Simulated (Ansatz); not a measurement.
## Nudged elastic band run: CH9GeNOSi

The input (input.yaml):

```yaml
crystal:
  periodic: [false, false, false]
  atoms:
    - { symbol: C, position_ang: [-1.634084, 1.678098, 0.497566] }
    - { symbol: "N", position_ang: [-0.646956, 0.599534, 0.583858] }
    - { symbol: Si, position_ang: [0.18669, -0.126594, -0.759797] }
    - { symbol: O, position_ang: [-0.691326, -1.186797, -1.750592] }
    - { symbol: Ge, position_ang: [2.061964, -1.281057, 0.217862] }
    - { symbol: H, position_ang: [-1.522184, 2.400369, 1.335575] }
    - { symbol: H, position_ang: [-1.48312, 2.244211, -0.443719] }
    - { symbol: H, position_ang: [-2.690115, 1.321041, 0.499088] }
    - { symbol: H, position_ang: [-0.662172, 0.100204, 1.477228] }
    - { symbol: H, position_ang: [0.556578, 0.967678, -1.707803] }
    - { symbol: H, position_ang: [-0.965267, -2.021443, -1.326824] }
    - { symbol: H, position_ang: [1.557955, -2.249982, 1.335665] }
    - { symbol: H, position_ang: [3.087558, -0.317257, 0.88373] }
    - { symbol: H, position_ang: [2.831678, -2.157106, -0.812937] }
basis:
  gaussian: { orbitals: def2-SVP }
hamiltonian:
  xc: blyp
  dispersion: d4
neb:
  order_check: false
  images: 4
  f_tol: 0.05
  max_iterations: 60
  climbing: false
  final_atoms:
    - { symbol: C, position_ang: [-1.58221792, 1.65600101, 0.50980169] }
    - { symbol: "N", position_ang: [-0.73861984, 0.46377185, 0.58775666] }
    - { symbol: Si, position_ang: [0.16954398, -0.28024067, -0.69714229] }
    - { symbol: O, position_ang: [-0.55435067, -1.59739221, -1.48094256] }
    - { symbol: Ge, position_ang: [2.13937486, -1.24530848, 0.26658573] }
    - { symbol: H, position_ang: [-1.38642572, 2.35992952, 1.34925263] }
    - { symbol: H, position_ang: [-1.36557608, 2.20405597, -0.42945473] }
    - { symbol: H, position_ang: [-2.67491301, 1.42909735, 0.51447254] }
    - { symbol: H, position_ang: [-0.85160413, -0.06220249, 1.45926158] }
    - { symbol: H, position_ang: [0.42788871, 0.83874631, -1.67061994] }
    - { symbol: H, position_ang: [-1.38703233, -1.39999114, -1.95136468] }
    - { symbol: H, position_ang: [1.75481448, -2.06838688, 1.53368169] }
    - { symbol: H, position_ang: [3.12561992, -0.13349817, 0.73199205] }
    - { symbol: H, position_ang: [2.91069674, -2.19368297, -0.69438038] }
  initial_path:
    images:
      - { positions_ang: [[-1.634084, 1.678098, 0.497566], [-0.646956, 0.599534, 0.583858], [0.18669, -0.126594, -0.759797], [-0.691326, -1.186797, -1.750592], [2.061964, -1.281057, 0.217862], [-1.522184, 2.400369, 1.335575], [-1.48312, 2.244211, -0.443719], [-2.690115, 1.321041, 0.499088], [-0.662172, 0.100204, 1.477228], [0.556578, 0.967678, -1.707803], [-0.965267, -2.021443, -1.326824], [1.557955, -2.249982, 1.335665], [3.087558, -0.317257, 0.88373], [2.831678, -2.157106, -0.812937]] }
      - { positions_ang: [[-1.59615793, 1.59899245, 0.42992141], [-0.5719906, 0.65165111, 0.66559659], [0.22220841, -0.12600401, -0.69930721], [-0.71103583, -1.19453143, -1.57074225], [2.09966266, -1.29068869, 0.18750477], [-1.73552806, 2.26487707, 1.27146961], [-1.37849249, 2.26632761, -0.42771259], [-2.54295828, 1.14997689, 0.23343438], [-0.72598669, 0.06736215, 1.47744791], [0.63007121, 0.92239839, -1.65771658], [-1.24178528, -1.6533275, -1.12492821], [1.62383559, -2.2779026, 1.29790726], [3.1000377, -0.30422824, 0.83943872], [2.81531858, -2.10400419, -0.89341382]] }
      - { positions_ang: [[-1.55823185, 1.5198869, 0.36227683], [-0.49702521, 0.70376822, 0.74733517], [0.25772682, -0.12541402, -0.63881741], [-0.73074567, -1.20226586, -1.39089249], [2.13736133, -1.30032039, 0.15714753], [-1.94887213, 2.12938514, 1.20736422], [-1.27386497, 2.28844421, -0.41170618], [-2.39580155, 0.97891277, -0.03221925], [-0.78980137, 0.03452031, 1.47766783], [0.70356443, 0.87711877, -1.60763016], [-1.51830356, -1.28521201, -0.92303241], [1.68971617, -2.30582319, 1.26014951], [3.11251741, -0.29119948, 0.79514744], [2.79895916, -2.05090238, -0.97389063]] }
      - { positions_ang: [[-1.54785864, 1.5154675, 0.36472396], [-0.51535797, 0.67661579, 0.74811491], [0.25429762, -0.15614336, -0.62628647], [-0.7033506, -1.28438491, -1.33696261], [2.1528435, -1.29317068, 0.16689228], [-1.92172047, 2.12129725, 1.21009975], [-1.25035619, 2.2804132, -0.40885333], [-2.39276115, 1.00052404, -0.02914234], [-0.8276878, 0.00203901, 1.47407454], [0.67782657, 0.85133244, -1.60019355], [-1.60265663, -1.16092164, -1.04794055], [1.72908807, -2.26950417, 1.29975285], [3.12012979, -0.25444771, 0.76479985], [2.81476291, -2.05821778, -0.95017931]] }
      - { positions_ang: [[-1.56503828, 1.58573426, 0.43726283], [-0.62698891, 0.57019382, 0.66793578], [0.2119208, -0.21819201, -0.66171438], [-0.62885063, -1.44088856, -1.40895259], [2.14610918, -1.26923958, 0.21673901], [-1.65407309, 2.24061338, 1.27967619], [-1.30796614, 2.24223458, -0.41915403], [-2.53383708, 1.2148107, 0.2426651], [-0.83964596, -0.03008174, 1.46666806], [0.55285764, 0.84503937, -1.63540674], [-1.49484448, -1.28045639, -1.49965261], [1.74195128, -2.16894552, 1.41671727], [3.12287486, -0.19397294, 0.74839595], [2.86272982, -2.12595037, -0.82227984]] }
      - { positions_ang: [[-1.58221792, 1.65600101, 0.50980169], [-0.73861984, 0.46377185, 0.58775666], [0.16954398, -0.28024067, -0.69714229], [-0.55435067, -1.59739221, -1.48094256], [2.13937486, -1.24530848, 0.26658573], [-1.38642572, 2.35992952, 1.34925263], [-1.36557608, 2.20405597, -0.42945473], [-2.67491301, 1.42909735, 0.51447254], [-0.85160413, -0.06220249, 1.45926158], [0.42788871, 0.83874631, -1.67061994], [-1.38703233, -1.39999114, -1.95136468], [1.75481448, -2.06838688, 1.53368169], [3.12561992, -0.13349817, 0.73199205], [2.91069674, -2.19368297, -0.69438038]] }
```

Launched with:

```bash
$ ansatz run input.yaml --threads 2 --pin off --max-ram 3072MiB --backend cpu --events-out ev --progress --plain --runs-dir out
```

Output, in part (warnings, iteration lines, the closing report on the highest movable image, with atoms numbered from 0):

```
NEB end point (image 0): max|allowed force component| = 1.441e-2 eV/Å (the criterion of neb.relax_end_points is 1.000e-2)
NEB end point (image 5): max|allowed force component| = 1.487e-2 eV/Å (the criterion of neb.relax_end_points is 1.000e-2)
NEB iter   1: max|band force component| = 7.860e0 eV/Å  barrier→ = 0.9286 eV  barrier← = 0.9145 eV  Δτ_max = 0.1982 Å  (181 SCF iters)
NEB iter   2: max|band force component| = 1.226e0 eV/Å  barrier→ = 0.2056 eV  barrier← = 0.1915 eV  Δτ_max = 0.2000 Å  (118 SCF iters)
NEB iter   3: max|band force component| = 5.298e-1 eV/Å  barrier→ = 0.1247 eV  barrier← = 0.1106 eV  Δτ_max = 0.1182 Å  (121 SCF iters)
NEB iter   4: max|band force component| = 2.822e-1 eV/Å  barrier→ = 0.0779 eV  barrier← = 0.0637 eV  Δτ_max = 0.1113 Å  (120 SCF iters)
NEB iter   5: max|band force component| = 2.212e-1 eV/Å  barrier→ = 0.0613 eV  barrier← = 0.0472 eV  Δτ_max = 0.1061 Å  (122 SCF iters)
NEB iter   6: max|band force component| = 1.818e-1 eV/Å  barrier→ = 0.0550 eV  barrier← = 0.0409 eV  Δτ_max = 0.0843 Å  (121 SCF iters)
NEB iter   7: max|band force component| = 1.084e-1 eV/Å  barrier→ = 0.0530 eV  barrier← = 0.0389 eV  Δτ_max = 0.0844 Å  (121 SCF iters)
NEB iter   8: max|band force component| = 5.791e-2 eV/Å  barrier→ = 0.0500 eV  barrier← = 0.0359 eV  Δτ_max = 0.1394 Å  (120 SCF iters)
NEB iter   9: max|band force component| = 1.235e-1 eV/Å  barrier→ = 0.0587 eV  barrier← = 0.0446 eV  Δτ_max = 0.0705 Å  (116 SCF iters)
NEB iter  10: max|band force component| = 1.247e-1 eV/Å  barrier→ = 0.0582 eV  barrier← = 0.0441 eV  Δτ_max = 0.0352 Å  (121 SCF iters)
NEB iter  11: max|band force component| = 8.912e-2 eV/Å  barrier→ = 0.0537 eV  barrier← = 0.0396 eV  Δτ_max = 0.0352 Å  (122 SCF iters)
NEB iter  12: max|band force component| = 6.645e-2 eV/Å  barrier→ = 0.0531 eV  barrier← = 0.0390 eV  Δτ_max = 0.0352 Å  (122 SCF iters)
NEB iter  13: max|band force component| = 2.916e-2 eV/Å  barrier→ = 0.0525 eV  barrier← = 0.0384 eV  Δτ_max = 0.0000 Å  (246 SCF iters)
Total energy: -69104.88559824 eV, -2539.5577047615 hartree
Atom 0 at    -1.606790     1.639151     0.490162 Å, force    -0.000154    -0.007988     0.014314 eV/Å
Atom 1 at    -0.734484     0.465152     0.544435 Å, force    -0.009743     0.004153    -0.007470 eV/Å
Atom 2 at     0.219770    -0.204293    -0.747504 Å, force    -0.011334    -0.010981    -0.001393 eV/Å
Atom 3 at    -0.531078    -1.430954    -1.645775 Å, force     0.010929    -0.046538     0.006209 eV/Å
Atom 4 at     2.144249    -1.252242     0.234054 Å, force     0.010539     0.011294    -0.008532 eV/Å
Atom 5 at    -1.405043     2.345788     1.325460 Å, force    -0.002230     0.010126     0.002660 eV/Å
Atom 6 at    -1.431293     2.193212    -0.453769 Å, force     0.012668    -0.006729    -0.005846 eV/Å
Atom 7 at    -2.692310     1.384525     0.524375 Å, force     0.001016     0.003226     0.001189 eV/Å
Atom 8 at    -0.786841    -0.047180     1.428948 Å, force    -0.006984    -0.007569     0.000160 eV/Å
Atom 9 at     0.548409     0.942697    -1.660660 Å, force    -0.004391    -0.002404     0.005608 eV/Å
Atom 10 at    -1.487187    -1.537457    -1.489556 Å, force    -0.014459     0.044823    -0.013669 eV/Å
Atom 11 at     1.679948    -2.168806     1.409433 Å, force     0.002894     0.007656    -0.000422 eV/Å
Atom 12 at     3.136420    -0.210690     0.832077 Å, force     0.008000    -0.002255     0.004102 eV/Å
Atom 13 at     2.933430    -2.148002    -0.762781 Å, force     0.003248     0.003187     0.003089 eV/Å
Dipole moment:    -0.515059     0.195773     0.246549 e Å
```

The forces met the threshold. No image climbed, so the highest image needn't sit at the top of the path.

Final band (atoms are numbered from 1 in the order of the input):

```csv
image,path coordinate (Å),energy (eV),dihedral N2–Si3–O4–H11 (°)
0,0.00,0.000,-67
1,0.34,0.009,-52
2,0.68,0.042,-24
3,1.01,0.052,12
4,1.35,0.024,43
5,1.69,0.014,63
```

Run time: 3.1 min on 2 threads of Arm Neoverse V1 (shared host), peak memory 0.19 GiB.
